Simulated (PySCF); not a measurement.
C₇H₉ (charge +1).
SMILES with atom numbers: `[CH2:1]=[CH:2][CH2:3][c:4]1[cH:5][c+:6]1[CH3:7]` (hydrogens: H8, H9 on C1; H10 on C2; H11, H12 on C3; H13 on C5; H14, H15, H16 on C7)

The closed-shell SCF was solved with PySCF and density fitting under several settings on one GFN2-xTB geometry (grid level 2 and gas phase unless stated).

| settings | basis functions | SCF cycles | E (Eh) | HOMO (eV) | LUMO (eV) |
| --- | --- | --- | --- | --- | --- |
| PBE0/pcSseg-1 | 164 | 14 | -271.4302 | -12.03 | -6.35 |
| PBE0/def2-SVPD | 212 | 14 | -271.2840 | -12.02 | -6.35 |
| LC-wPBE/IGLO-II, IEF-PCM acetone | 208 | 12 | -271.7530 | -11.05 | 0.32 |

**Question.** Estimate the row for these settings: PBE0/def2-SVPD, IEF-PCM benzene.

**Answer.** 
```
                       settings  basis functions  SCF cycles     E (Eh)  HOMO (eV)  LUMO (eV)
PBE0/def2-SVPD, IEF-PCM benzene              212          13  -271.3316      -9.81      -3.85
```

**Question.** Over all rows, what range does the HOMO–LUMO gap span?

**Answer.** From 5.67 eV (PBE0/def2-SVPD) to 11.37 eV (LC-wPBE/IGLO-II, IEF-PCM acetone). The functional of the narrowest has 25 % exact exchange, that of the widest range-separated exact exchange.

**Question.** Compare two rows with the functional PBE0: PBE0/pcSseg-1 and PBE0/def2-SVPD. Which energy is lower, and by how much?

**Answer.** PBE0/pcSseg-1 (164 functions) lies 0.1462 Eh or 92 kcal/mol below PBE0/def2-SVPD (212 functions). The smaller set gives the lower energy; the two sets aren't nested, so the variational bound doesn't order them by size.

Whole jobs, the steps after the SCF included, on Intel Xeon 6975P-C, one thread, on a shared host:

```
                        settings                                                                                    work after the SCF  wall time  peak memory
                   PBE0/pcSseg-1    shieldings, ring-centre shieldings, charges and field gradients, density and orbital grids written       17 s     0.73 GiB
                  PBE0/def2-SVPD  6 singlets by full TDDFT, 2 Tamm–Dancoff triplets, polarisability, density and orbital grids written       22 s     0.86 GiB
LC-wPBE/IGLO-II, IEF-PCM acetone                               spin–spin couplings from 16 perturbed nuclei, spin–dipole term left out       22 s      1.0 GiB
 PBE0/def2-SVPD, IEF-PCM benzene                               spin–spin couplings from 16 perturbed nuclei, spin–dipole term left out       23 s     0.93 GiB
```

Cycle counts include a coarse-grid stage where the run had one. One conformer (not necessarily the lowest) at the GFN2-xTB geometry, without vibrations or thermal averaging.

Shape of the structure used: `[CH2:1]=[CH:2][CH2:3][c:4]1[cH:5][c+:6]1[CH3:7]`: C1–C2–C3–C4 -105°, C2–C3–C4–C5 90°.
